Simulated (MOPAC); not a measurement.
Job for MOPAC: PM3 on CH6Sn (SMILES [CH3][SnH3]), a point of a bond scan (R = 1.198 Å).

```
PM3 1SCF PRECISE CHARGE=0 THREADS=1
CH6Sn

Sn    -0.30086250 1     0.03245521 1    -0.00631286 1
C      1.84448197 1    -0.19897144 1     0.03870193 1
H     -0.97629390 1    -0.97575572 1    -1.21695910 1
H     -0.71002577 1     1.66119746 1    -0.35003554 1
H     -0.97129491 1    -0.39875451 1     1.51123112 1
H      2.12490015 1    -1.33817763 1     0.27912561 1
H      2.26881022 1     0.44304441 1     0.80881496 1
H      2.26562981 1     0.07595007 1    -0.92688886 1
```

It printed:

```
*******************************************************************************
 **                                                                           **
 **                              MOPAC v23.2.5                                **
 **                                                                           **
 *******************************************************************************
 ** MOPAC's Digital Object Identifier: https://doi.org/10.5281/zenodo.6511958 **
 **                                                                           **
 ** Please cite the open-source release paper for use of this MOPAC version:  **
 ** J. E. Moussa and J. J. P. Stewart (2026)                                  **
 ** MOPAC: An open-source semiempirical molecular orbital program             **
 ** J. Open Source Softw., 11(119), 8025, https://doi.org/10.21105/joss.08025 **
 *******************************************************************************

                              PM3 CALCULATION RESULTS

 *******************************************************************************
 *  PM3        - The PM3 Hamiltonian to be used
 *
 *
 *
 *                 CHARGE ON SYSTEM = 0
 *
 *
 *
 *  PRECISE    - TIGHTER CRITERIA TO BE USED
 *  1SCF       - DO 1 SCF AND THEN STOP
 *  THREADS=1  - MULTI-THREADING NOT USED
 *  T=         - A TIME OF 172800.0 SECONDS REQUESTED
 *  DUMP=N     - RESTART FILE WRITTEN EVERY 7200.0 SECONDS REQUESTED
 *******************************************************************************
PM3 1SCF PRECISE CHARGE=0 THREADS=1
 CH6Sn

   ATOM   CHEMICAL          X               Y               Z
  NUMBER   SYMBOL      (ANGSTROMS)     (ANGSTROMS)     (ANGSTROMS)

     1      Sn         -0.30086250  *   0.03245521  *  -0.00631286  *
     2       C          1.84448197  *  -0.19897144  *   0.03870193  *
     3       H         -0.97629390  *  -0.97575572  *  -1.21695910  *
     4       H         -0.71002577  *   1.66119746  *  -0.35003554  *
     5       H         -0.97129491  *  -0.39875451  *   1.51123112  *
     6       H          2.12490015  *  -1.33817763  *   0.27912561  *
     7       H          2.26881022  *   0.44304441  *   0.80881496  *
     8       H          2.26562981  *   0.07595007  *  -0.92688886  *



          CARTESIAN COORDINATES

    NO.       ATOM           X           Y           Z

     1        Sn         -0.3009      0.0325     -0.0063
     2         C          1.8445     -0.1990      0.0387
     3         H         -0.9763     -0.9758     -1.2170
     4         H         -0.7100      1.6612     -0.3500
     5         H         -0.9713     -0.3988      1.5112
     6         H          2.1249     -1.3382      0.2791
     7         H          2.2688      0.4430      0.8088
     8         H          2.2656      0.0760     -0.9269

  H: (PM3): J. J. P. STEWART, J. COMP. CHEM. 10, 209 (1989).
  C: (PM3): J. J. P. STEWART, J. COMP. CHEM. 10, 209 (1989).
 Sn: (PM3): J. J. P. STEWART, J. COMP. CHEM. 12, 320-341 (1991).

           Empirical Formula: C H6 Sn  =     8 atoms



      MOLECULAR POINT GROUP   :   Cs


      RHF CALCULATION, NO. OF DOUBLY OCCUPIED LEVELS = 7


 -------------------------------------------------------------------------------
 PM3 1SCF PRECISE CHARGE=0 THREADS=1
 CH6Sn



     1SCF WAS SPECIFIED, SO BFGS WAS NOT USED
     SCF FIELD WAS ACHIEVED


                              PM3 CALCULATION
                                                       MOPAC v23.2.5 Linux




          FINAL HEAT OF FORMATION =         28.18374 KCAL/MOL =     117.92077 KJ/MOL


          COSMO AREA              =        104.00 SQUARE ANGSTROMS
          COSMO VOLUME            =         92.07 CUBIC ANGSTROMS

          IONIZATION POTENTIAL    =         11.670245 EV
          HOMO LUMO ENERGIES (EV) =        -11.670 -0.144
          NO. OF FILLED LEVELS    =          7
          MOLECULAR WEIGHT        =        136.7484         POINT GROUP:  Cs

          MOLECULAR DIMENSIONS (Angstroms)

            Atom       Atom       Distance
            H     6    H     4     4.17479
            H     7    H     3     3.79850
            H     8    H     5     3.64811


          SCF CALCULATIONS        =          1





   ATOM   CHEMICAL          X               Y               Z
  NUMBER   SYMBOL      (ANGSTROMS)     (ANGSTROMS)     (ANGSTROMS)

     1      Sn         -0.30086250  *   0.03245521  *  -0.00631286  *
     2       C          1.84448197  *  -0.19897144  *   0.03870193  *
     3       H         -0.97629390  *  -0.97575572  *  -1.21695910  *
     4       H         -0.71002577  *   1.66119746  *  -0.35003554  *
     5       H         -0.97129491  *  -0.39875451  *   1.51123112  *
     6       H          2.12490015  *  -1.33817763  *   0.27912561  *
     7       H          2.26881022  *   0.44304441  *   0.80881496  *
     8       H          2.26562981  *   0.07595007  *  -0.92688886  *

                             CARTESIAN COORDINATES

   1   Sn       -0.300862500     0.032455210    -0.006312860
   2    C        1.844481970    -0.198971440     0.038701930
   3    H       -0.976293900    -0.975755720    -1.216959100
   4    H       -0.710025770     1.661197460    -0.350035540
   5    H       -0.971294910    -0.398754510     1.511231120
   6    H        2.124900150    -1.338177630     0.279125610
   7    H        2.268810220     0.443044410     0.808814960
   8    H        2.265629810     0.075950070    -0.926888860


           Empirical Formula: C H6 Sn  =     8 atoms



      MOLECULAR POINT GROUP   :   Cs


                  EIGENVALUES
 -28.57236 -16.23449 -14.43919 -14.19047 -12.14924 -12.08522 -11.67024  -0.14362
   0.32959   0.65134   0.65299   3.57955   4.12978   4.24746


              NET ATOMIC CHARGES AND DIPOLE CONTRIBUTIONS

  ATOM NO.   TYPE          CHARGE      No. of ELECS.   s-Pop       p-Pop
    1         Sn          -0.071534        4.0715     1.13167     2.93986
    2          C          -0.115915        4.1159     1.17120     2.94471
    3          H           0.008625        0.9914     0.99137
    4          H           0.008216        0.9918     0.99178
    5          H           0.008625        0.9914     0.99137
    6          H           0.056906        0.9431     0.94309
    7          H           0.052538        0.9475     0.94746
    8          H           0.052538        0.9475     0.94746
 DIPOLE           X         Y         Z       TOTAL
 POINT-CHG.     0.693    -0.127     0.025     0.705
 HYBRID        -0.128     0.044    -0.009     0.136
 SUM            0.564    -0.082     0.016     0.571


          ATOMIC ORBITAL ELECTRON POPULATIONS

     Atom    s        px        py        pz
    1 Sn   1.13167   0.95707   0.99115   0.99164
    2  C   1.17120   0.90207   1.01854   1.02410
    3  H   0.99137
    4  H   0.99178
    5  H   0.99137
    6  H   0.94309
    7  H   0.94746
    8  H   0.94746

 **********************
 *                    *
 * JOB ENDED NORMALLY *
 *                    *
 **********************




 == MOPAC DONE ==
```

The run finished.

Cost: very roughly 0.03 core-seconds.
